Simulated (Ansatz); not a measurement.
The same path of C3H11FSi2 (17 atoms, charge 0, multiplicity 1) was run twice with different band settings. The coordinate that changes most is the dihedral C1–C2–Si5–H17.

Method: Ansatz 0.2.0, RKS r2SCAN/6-31G*.

Relaxed end points:

```xyz
17
Properties=species:S:1:pos:R:3
C -1.568 -0.363 -0.196
C -0.071 -0.077 0.056
C 0.451 -0.958 1.216
Si 0.922 -0.441 -1.517
Si 0.164 1.713 0.558
F -0.122 2.684 -0.706
H -1.728 -1.411 -0.491
H -2.158 -0.188 0.715
H -1.982 0.273 -0.989
H -0.090 -0.746 2.151
H 1.522 -0.807 1.408
H 0.300 -2.023 0.993
H 0.930 -1.915 -1.756
H 2.333 0.020 -1.363
H 0.323 0.230 -2.702
H -0.804 2.058 1.638
H 1.559 1.951 1.025
```

```xyz
17
Properties=species:S:1:pos:R:3
C -1.539 -0.336 -0.330
C -0.062 -0.068 0.046
C 0.337 -0.935 1.264
Si 1.051 -0.501 -1.423
Si 0.142 1.740 0.487
F -0.773 2.057 1.786
H -1.697 -1.396 -0.577
H -2.205 -0.093 0.510
H -1.861 0.261 -1.193
H -0.307 -0.711 2.126
H 1.377 -0.766 1.572
H 0.224 -2.006 1.041
H 0.839 -1.934 -1.784
H 2.490 -0.306 -1.084
H 0.727 0.339 -2.612
H 1.558 2.044 0.837
H -0.321 2.612 -0.627
```

Common settings: movable images 5; climbing image yes; spring 5.0 eV/Å²; optimiser quadratic models (default); start path through a guess of the saddle point; end points relaxed.

| run | force threshold | iteration limit |
| --- | --- | --- |
| 1 | 0.05 eV/Å | 40 |
| 2 | 0.5 eV/Å | 42 |

(1) What does each run give, and how far can it be trusted?

## Answers

(1) Run 1: converged after 7 iterations, highest image 0.064 eV above the first end. A vibrational analysis at the climbing image gives one clearly imaginary mode, 59i cm⁻¹: a first-order saddle point.
Run 2: converged after 5 iterations, highest image 0.065 eV above the first end. The threshold of 0.5 eV/Å is loose, so the images may lie well off the minimum-energy path. Another band between the same ends (5 images) ends at a top of the same energy, where a vibrational analysis finds 1 clearly imaginary mode.
